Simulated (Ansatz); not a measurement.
Ansatz (a program for electronic structure) input (B3LYP-D3(BJ)/def2-TZVP):

Ansatz 0.2 input:
```yaml
crystal:
  periodic: [false, false, false]
  atoms:
    - {symbol: Mg, position_ang: [0.00000000, 0.00000000, 0.00000000]}
    - {symbol: I, position_ang: [-0.00000000, -0.00000000, -2.59576746]}
    - {symbol: I, position_ang: [0.00000000, 0.00000000, 2.59576746]}
basis:
  gaussian:
    orbitals: def2-TZVP
hamiltonian:
  xc: b3lyp
  dispersion: d3bj
total_charge: 1
magnetization: {spin_polarized: true, initial_magnetization: 1}
phonons: {temperatures: {t_min: 298.15, t_max: 298.15, t_step: 100}}
```

Output:

```
Functional definition: B3LYP
integrals: 0.06 GiB planned
1110 factors; their error is unknown
mean field: 0.77 GiB planned
mean field evaluation 1: about -21644.7877 eV, gradient 1.6e1 eV
mean field evaluation 2: about -21644.3754 eV, gradient 2.0e1 eV
mean field evaluation 4: about -21646.3565 eV, gradient 7.3e-1 eV
mean field evaluation 8: about -21646.7814 eV, gradient 1.6e0 eV
mean field evaluation 16: about -21646.8102 eV, gradient 6.0e-5 eV
mean field evaluation 32: about -21646.8102 eV, gradient 2.8e-6 eV
mean field evaluation 64: about -21646.6976 eV, gradient 1.2e0 eV
mean field -21646.81024330 eV, -795.5056037062 hartree, gradient 3.0e-6 eV, S^2 0.754488; 7 other end points of the search recorded, 0 dependent functions left out
the calculation of the forces begins
reference -21646.81046068 eV, -795.5056116947 hartree; 31, 30 occupied and 101, 102 virtual orbitals, 1110 factors
these checks for a lower state are left out or cut short: stability, starts, cluster_reference, orbital_swaps, neighbouring_geometries, increment
integrals: 0.06 GiB planned
1110 factors; their error is unknown
mean field: 0.77 GiB planned
mean field -21646.81024266 eV, -795.5056036826 hartree, gradient 2.3e-6 eV, S^2 0.754488; 0 other end points of the search recorded, 0 dependent functions left out
the calculation of the forces begins
reference -21646.81046004 eV, -795.5056116712 hartree; 31, 30 occupied and 101, 102 virtual orbitals, 1110 factors
these checks for a lower state are left out or cut short: stability, starts, cluster_reference, orbital_swaps, neighbouring_geometries, increment
integrals: 0.06 GiB planned
1110 factors; their error is unknown
mean field: 0.77 GiB planned
mean field -21646.81024266 eV, -795.5056036826 hartree, gradient 2.3e-6 eV, S^2 0.754488; 0 other end points of the search recorded, 0 dependent functions left out
the calculation of the forces begins
reference -21646.81046004 eV, -795.5056116712 hartree; 31, 30 occupied and 101, 102 virtual orbitals, 1110 factors
these checks for a lower state are left out or cut short: stability, starts, cluster_reference, orbital_swaps, neighbouring_geometries, increment
integrals: 0.06 GiB planned
1110 factors; their error is unknown
mean field: 0.77 GiB planned
mean field -21646.81024296 eV, -795.5056036938 hartree, gradient 1.3e-6 eV, S^2 0.754488; 0 other end points of the search recorded, 0 dependent functions left out
the calculation of the forces begins
reference -21646.81046034 eV, -795.5056116824 hartree; 31, 30 occupied and 101, 102 virtual orbitals, 1110 factors
these checks for a lower state are left out or cut short: stability, starts, cluster_reference, orbital_swaps, neighbouring_geometries, increment
integrals: 0.06 GiB planned
1110 factors; their error is unknown
mean field: 0.77 GiB planned
mean field evaluation 96: about -21646.8102 eV, gradient 1.4e-3 eV
mean field -21646.81024296 eV, -795.5056036938 hartree, gradient 1.3e-6 eV, S^2 0.754488; 0 other end points of the search recorded, 0 dependent functions left out
the calculation of the forces begins
reference -21646.81046034 eV, -795.5056116824 hartree; 31, 30 occupied and 101, 102 virtual orbitals, 1110 factors
these checks for a lower state are left out or cut short: stability, starts, cluster_reference, orbital_swaps, neighbouring_geometries, increment
integrals: 0.06 GiB planned
1110 factors; their error is unknown
mean field: 0.77 GiB planned
mean field -21646.81021124 eV, -795.5056025280 hartree, gradient 6.3e-7 eV, S^2 0.754488; 0 other end points of the search recorded, 0 dependent functions left out
the calculation of the forces begins
reference -21646.81042862 eV, -795.5056105166 hartree; 31, 30 occupied and 101, 102 virtual orbitals, 1110 factors
these checks for a lower state are left out or cut short: stability, starts, cluster_reference, orbital_swaps, neighbouring_geometries, increment
integrals: 0.06 GiB planned
1110 factors; their error is unknown
mean field: 0.77 GiB planned
mean field -21646.81021124 eV, -795.5056025280 hartree, gradient 6.4e-7 eV, S^2 0.754488; 0 other end points of the search recorded, 0 dependent functions left out
the calculation of the forces begins
reference -21646.81042862 eV, -795.5056105166 hartree; 31, 30 occupied and 101, 102 virtual orbitals, 1110 factors
these checks for a lower state are left out or cut short: stability, starts, cluster_reference, orbital_swaps, neighbouring_geometries, increment
integrals: 0.06 GiB planned
1110 factors; their error is unknown
mean field: 0.77 GiB planned
mean field -21646.81024316 eV, -795.5056037010 hartree, gradient 2.3e-6 eV, S^2 0.754488; 0 other end points of the search recorded, 0 dependent functions left out
the calculation of the forces begins
reference -21646.81046054 eV, -795.5056116896 hartree; 31, 30 occupied and 101, 102 virtual orbitals, 1110 factors
these checks for a lower state are left out or cut short: stability, starts, cluster_reference, orbital_swaps, neighbouring_geometries, increment
integrals: 0.06 GiB planned
1110 factors; their error is unknown
mean field: 0.77 GiB planned
mean field evaluation 128: about -21646.8102 eV, gradient 1.4e-3 eV
mean field -21646.81024316 eV, -795.5056037010 hartree, gradient 2.2e-6 eV, S^2 0.754488; 0 other end points of the search recorded, 0 dependent functions left out
the calculation of the forces begins
reference -21646.81046054 eV, -795.5056116896 hartree; 31, 30 occupied and 101, 102 virtual orbitals, 1110 factors
these checks for a lower state are left out or cut short: stability, starts, cluster_reference, orbital_swaps, neighbouring_geometries, increment
integrals: 0.06 GiB planned
1110 factors; their error is unknown
mean field: 0.77 GiB planned
mean field -21646.81024323 eV, -795.5056037038 hartree, gradient 1.4e-6 eV, S^2 0.754488; 0 other end points of the search recorded, 0 dependent functions left out
the calculation of the forces begins
reference -21646.81046061 eV, -795.5056116924 hartree; 31, 30 occupied and 101, 102 virtual orbitals, 1110 factors
these checks for a lower state are left out or cut short: stability, starts, cluster_reference, orbital_swaps, neighbouring_geometries, increment
integrals: 0.06 GiB planned
1110 factors; their error is unknown
mean field: 0.77 GiB planned
mean field -21646.81024323 eV, -795.5056037038 hartree, gradient 1.4e-6 eV, S^2 0.754488; 0 other end points of the search recorded, 0 dependent functions left out
the calculation of the forces begins
reference -21646.81046061 eV, -795.5056116924 hartree; 31, 30 occupied and 101, 102 virtual orbitals, 1110 factors
these checks for a lower state are left out or cut short: stability, starts, cluster_reference, orbital_swaps, neighbouring_geometries, increment
integrals: 0.06 GiB planned
1110 factors; their error is unknown
mean field: 0.77 GiB planned
mean field -21646.81014391 eV, -795.5056000537 hartree, gradient 2.9e-6 eV, S^2 0.754487; 0 other end points of the search recorded, 0 dependent functions left out
the calculation of the forces begins
reference -21646.81036126 eV, -795.5056080413 hartree; 31, 30 occupied and 101, 102 virtual orbitals, 1110 factors
these checks for a lower state are left out or cut short: stability, starts, cluster_reference, orbital_swaps, neighbouring_geometries, increment
integrals: 0.06 GiB planned
1110 factors; their error is unknown
mean field: 0.77 GiB planned
mean field evaluation 160: about -21646.8103 eV, gradient 1.4e-3 eV
mean field -21646.81030337 eV, -795.5056059138 hartree, gradient 2.9e-6 eV, S^2 0.754489; 0 other end points of the search recorded, 0 dependent functions left out
the calculation of the forces begins
reference -21646.81052078 eV, -795.5056139033 hartree; 31, 30 occupied and 101, 102 virtual orbitals, 1110 factors
Total energy: -21646.99116091 eV, -795.5122523057 hartree
Atom 0 at     0.000000     0.000000     0.000000 Å, force    -0.000000     0.000000     0.000000 eV/Å
Atom 1 at    -0.000000    -0.000000    -2.595767 Å, force     0.000000    -0.000000     0.000143 eV/Å
Atom 2 at     0.000000     0.000000     2.595767 Å, force     0.000000    -0.000000    -0.000143 eV/Å
Dipole moment:    -0.000000    -0.000000     0.000000 e Å
Vibrations: 36.88 50.56 126.01 355.18 cm⁻¹, zero-point energy 0.035251 eV
```
